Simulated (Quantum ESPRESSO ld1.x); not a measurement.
The numbers below are computed, except where a source is named.
Species: Br XIII. Configuration: [Ar] 3d5 (the NIST ground configuration). Level of theory: non-relativistic Kohn-Sham, LDA (Slater exchange, Perdew-Zunger correlation), spin-polarised, spherical densities, point nucleus; open shells are filled with parallel spins first (ld1.x of Quantum ESPRESSO 7.5).

X-ray form factor f0, the Fourier transform of the density (f0(0) = 23):

| sin(theta)/lambda (1/angstrom) | f0 (electrons) |
|---|---|
| 0.05 | 22.921 |
| 0.1 | 22.686 |
| 0.15 | 22.304 |
| 0.2 | 21.785 |
| 0.25 | 21.145 |
| 0.3 | 20.402 |
| 0.4 | 18.691 |
| 0.5 | 16.820 |
| 0.6 | 14.943 |
| 0.8 | 11.610 |
| 1 | 9.168 |
| 1.25 | 7.285 |
| 1.5 | 6.215 |
| 2 | 4.900 |
